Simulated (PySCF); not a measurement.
C5H14OSi2.
Z-matrix (Å and degrees, PBE0-D3(BJ)/def2-SVP geometry), rows numbered from 1:
```
C 
C   1  1.5198
C   2  1.5233  1  113.37
C   3  1.5260  2  113.91  1   178.90
C   4  1.5453  3  113.82  2  -179.11
Si  5  1.8937  4  107.44  3  -162.29
O   6  1.6808  5  100.12  4    28.30
Si  7  1.6810  6  115.01  5    -8.97
H   1  1.1003  2  111.70  3  -180.00
H   1  1.1019  2  111.11  3   -59.81
H   1  1.1018  2  111.22  3    59.72
H   2  1.1045  1  109.78  3   122.35
H   2  1.1063  1  109.25  3  -122.39
H   3  1.1059  2  109.22  1   -58.87
H   3  1.1057  2  109.23  1    56.16
H   4  1.1080  3  108.33  2   -58.89
H   5  1.1053  4  109.58  3   -45.42
H   5  1.1030  4  111.85  3    72.34
H   6  1.4946  5  113.00  4   -88.88
H   6  1.4917  5  113.85  4   146.30
H   8  1.4967  4  112.18  3    37.33
H   8  1.4917  4  114.28  3   -87.32
```

All values: PBE0/pcSseg-1 (PySCF, non-relativistic), on one gas-phase PBE0-D3(BJ)/def2-SVP geometry that isn't relaxed in the solvent. The solvent is an IEF-PCM continuum (Bondi radii, 1.10 Å for H, scaled by 1.2). Specific hydrogen bonds and non-electrostatic terms are outside this model.

```
run  E − E(gas) (kJ/mol)  HOMO (eV)  HOMO–LUMO gap (eV)  dipole (D)
gas                 0.00      -8.03                8.40        2.14
  P                -8.68      -7.89                8.29        2.61
  Q                -7.48      -7.90                8.31        2.55
```

Question: The runs were made in chloroform and tetrahydrofuran. Which run belongs to which solvent?

Answer: P = tetrahydrofuran, Q = chloroform. The dielectric constants are 4.711 (chloroform), 7.426 (tetrahydrofuran), and the energy falls further as ε rises. In this model the ground state sees the solvent through ε alone.

Question: How constant is the ratio of the lowering to (ε − 1)/(2ε + 1)?

Answer: 
```json
{"solvent": "chloroform", "(ε − 1)/(2ε + 1)": "0.356", "E − E(gas) (kJ/mol)": "-7.48", "ratio (kJ/mol)": "-21.0", "polarisation term (kJ/mol)": "-8.20"}
{"solvent": "tetrahydrofuran", "(ε − 1)/(2ε + 1)": "0.405", "E − E(gas) (kJ/mol)": "-8.68", "ratio (kJ/mol)": "-21.4", "polarisation term (kJ/mol)": "-9.65"}
```

The ratio changes by +1.9 % in size from chloroform to tetrahydrofuran. The polarisation term is half the interaction of the solute with the induced surface charges.
